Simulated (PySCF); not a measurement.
Identify the unknown among the candidates.

All candidates are C7H10OSSi.

| technique | computed result |
| --- | --- |
| 1H NMR | chemical shifts (computed TMS as zero) by class: 6.91 (1 H), 5.81 (1 H), 4.93 (2 H), 4.29 (3 H), 1.92 (3 H) ppm [GIAO PBE0/pcSseg-1] |
| Dipole | 1.77 D [PBE0/pcSseg-1] |
| 13C NMR | chemical shifts (computed TMS as zero) by class: 205.4 (1 C), 157.5 (1 C), 125.6 (1 C), 109.0 (1 C), 107.4 (1 C), 59.4 (1 C), 24.7 (1 C) ppm [GIAO PBE0/pcSseg-1] |
| Rotational structure | rotational constants A, B, C: 2.686, 0.298, 0.283 GHz [GFN2-xTB] |
| NMR, other nuclei | isotropic shieldings of nuclei other than C and H, by class: 63 (1 O), 430 (1 Si), -81 (1 S) ppm [GIAO PBE0/pcSseg-1] |

Gas-phase values; electronic properties from PySCF, density fitting. Levels stand in brackets. The structure is a single GFN2-xTB conformer in the gas phase; no vibrational or solvent corrections. NMR values are class means; diastereotopic atoms form classes of their own.

Question: Which candidate is it?
A. `C=C1C=C/C1=C\S[SiH2]OC`
B. `C=C1C=C(O[SiH3])/C1=C\SC`
C. `C/C=C\[SiH2]C#CC(=S)OC`

Answer: C. It is `C/C=C\[SiH2]C#CC(=S)OC`. Numbering: `[CH3:1]/[CH:2]=[CH:3]\[SiH2:4][C:5]#[C:6][C:7](=[S:8])[O:9][CH3:10]`. Its formula, C7H10OSSi, gives 4 degrees of unsaturation: 0 rings and 4 π bonds in the structure found. 7 carbons fall into 7 classes; from least to most shielded: thiocarbonyl carbon [C7] (205.4 ppm), alkene CH carbon [C2] (157.5 ppm), alkene CH carbon [C3] (125.6 ppm), alkyne carbon [C5] (109.0 ppm), alkyne carbon [C6] (107.4 ppm), methoxy carbon [C10] (59.4 ppm), allylic carbon [C1] (24.7 ppm). Hydrogen classes from least to most shielded: 1 H on an alkene CH carbon, C2 (6.91 ppm), 1 H on an alkene CH carbon, C3 (5.81 ppm), 2 H on an SiH2 silicon, Si4 (4.93 ppm), 3 H on a methoxy carbon, C10 (4.29 ppm), 3 H on an allylic carbon, C1 (1.92 ppm). The other shieldings belong to: 63 ppm, oxygen bonded to 2 C [O9]; 430 ppm, SiH2 silicon [Si4]; -81 ppm, thiocarbonyl sulfur [S8]. The optimised geometry has point group C1 and is an asymmetric top.

The others, at the same levels:
- `C=C1C=C/C1=C\S[SiH2]OC` fails: its computed 13C shifts are 155.7 (1 C), 152.6 (1 C), 151.9 (1 C), 146.2 (1 C), 107.8 (1 C), 100.0 (1 C), 53.3 (1 C) ppm, 1H shifts are 7.02 (1 H), 6.84 (1 H), 5.83 (2 H), 5.56 (1 H), 4.96 (1 H), 4.94 (1 H), 3.87 (3 H) ppm and smallest rotational constant is 0.393 GHz (against 0.283 GHz).
- `C=C1C=C(O[SiH3])/C1=C\SC` fails: its computed 13C shifts are 170.6 (1 C), 148.5 (1 C), 140.6 (1 C), 123.3 (1 C), 119.3 (1 C), 93.9 (1 C), 22.3 (1 C) ppm, 1H shifts are 5.95 (1 H), 5.47 (1 H), 5.08 (3 H), 4.76 (1 H), 4.75 (1 H), 2.26 (3 H) ppm and rotational constant A is 1.099 GHz (against 2.686 GHz).

Each candidate is one conformer, not necessarily the lowest. The conformers computed, where there is a choice (atom-mapped SMILES and torsion angles):
- `[CH3:1]/[CH:2]=[CH:3]\[SiH2:4][C:5]#[C:6][C:7](=[S:8])[O:9][CH3:10]`: C2–C3–Si4–C5 -165°, C6–C7–O9–C10 179°
- `[CH2:1]=[C:2]1[CH:3]=[CH:4]/[C:5]1=[CH:6]\[S:7][SiH2:8][O:9][CH3:10]`: C5–C6–S7–Si8 -11°, C6–S7–Si8–O9 -177°, S7–Si8–O9–C10 50°
- `[CH2:1]=[C:2]1[CH:3]=[C:4]([O:5][SiH3:6])/[C:7]1=[CH:8]\[S:9][CH3:10]`: C3–C4–O5–Si6 0°, C7–C8–S9–C10 180°
